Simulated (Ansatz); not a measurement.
Rb8Cl8⁻ (started as a model of: 2x2x4 RbCl rock-salt block). The state is a doublet with charge -1. Geometry r2SCAN-D4/def2-SVP, that of the neutral singlet; atoms count from 1.

| atom | x (Å) | y (Å) | z (Å) |
| --- | --- | --- | --- |
| Rb1 | 2.715 | -4.397 | -1.022 |
| Cl2 | 0.510 | -2.711 | 0.501 |
| Rb3 | -1.711 | -0.950 | 2.012 |
| Cl4 | -3.884 | 0.880 | 3.452 |
| Cl5 | 1.808 | -3.204 | -3.774 |
| Rb6 | -0.452 | -1.471 | -2.348 |
| Cl7 | -2.659 | 0.306 | -0.835 |
| Rb8 | -4.792 | 2.072 | 0.699 |
| Cl9 | 4.794 | -2.074 | -0.701 |
| Rb10 | 2.658 | -0.294 | 0.852 |
| Cl11 | 0.431 | 1.475 | 2.344 |
| Rb12 | -1.804 | 3.202 | 3.773 |
| Rb13 | 3.882 | -0.877 | -3.451 |
| Cl14 | 1.717 | 0.930 | -2.011 |
| Rb15 | -0.496 | 2.714 | -0.516 |
| Cl16 | -2.717 | 4.398 | 1.024 |

In the def2 sets Rb takes a core potential; there is no spin–orbit coupling. The highest occupied level of the charge -1 doublet lies above zero (up to 0.40 eV). By energy differences its removal costs 0.38 eV (vertical, to the charge 0 singlet, at PBE-D4/def2-SVP); self-interaction error and the lack of diffuse functions both raise the level. The gap within one spin of the charge -1 doublet nearly closes, so an electron or hole may be smeared out by delocalisation error.

(1) Estimate the Mulliken populations from the PBE/def2-SVP orbitals of Ansatz.

(2) Where does the spin sit?

(3) And the Mayer bond orders between bonded heavy atoms (over 0.3)?

Results:

(1) 
```csv
atom,charge (e),spin (α − β)
Rb1,0.09,0.42
Cl2,-0.51,0.00
Rb3,0.68,-0.16
Cl4,-0.51,0.00
Cl5,-0.51,0.00
Rb6,0.68,-0.16
Cl7,-0.51,0.00
Rb8,0.09,0.42
Cl9,-0.51,0.00
Rb10,0.68,-0.16
Cl11,-0.51,0.00
Rb12,0.09,0.42
Rb13,0.09,0.42
Cl14,-0.51,0.00
Rb15,0.68,-0.16
Cl16,-0.51,0.00
```
Mulliken values and Mayer orders depend strongly on the basis.

(2) Summed by element: Rb 1.01, Cl -0.01, of 1 unpaired in all. Largest on single atoms: Rb13 0.42, Rb8 0.42, Rb12 0.42.

(3) Rb1–Cl5 0.38 (3.13 Å); Rb1–Cl9 0.38 (3.13 Å); Rb1–Rb13 0.35 (4.43 Å); Cl2–Rb6 0.30 (3.25 Å); Cl2–Rb10 0.30 (3.25 Å); Rb3–Cl4 0.39 (3.18 Å); Rb3–Cl7 0.30 (3.25 Å); Rb3–Cl11 0.30 (3.25 Å); Cl4–Rb8 0.38 (3.13 Å); Cl4–Rb12 0.38 (3.13 Å); Cl5–Rb6 0.39 (3.18 Å); Cl5–Rb13 0.38 (3.13 Å); Rb6–Cl14 0.30 (3.25 Å); Cl7–Rb15 0.30 (3.25 Å); Rb8–Rb12 0.35 (4.43 Å); Rb8–Cl16 0.38 (3.13 Å); Cl9–Rb10 0.39 (3.18 Å); Cl9–Rb13 0.38 (3.13 Å); Rb10–Cl14 0.30 (3.25 Å); Cl11–Rb15 0.30 (3.25 Å); Rb12–Cl16 0.38 (3.13 Å); Rb15–Cl16 0.39 (3.18 Å). Values over 0.3 also appear between atoms too far apart for a bond (Rb1–Rb8 0.32 at 10.06 Å; Rb1–Rb12 0.32 at 10.06 Å; Rb8–Rb13 0.32 at 10.06 Å; Rb12–Rb13 0.32 at 10.06 Å); they arise where an orbital or an unpaired electron spreads over both atoms.
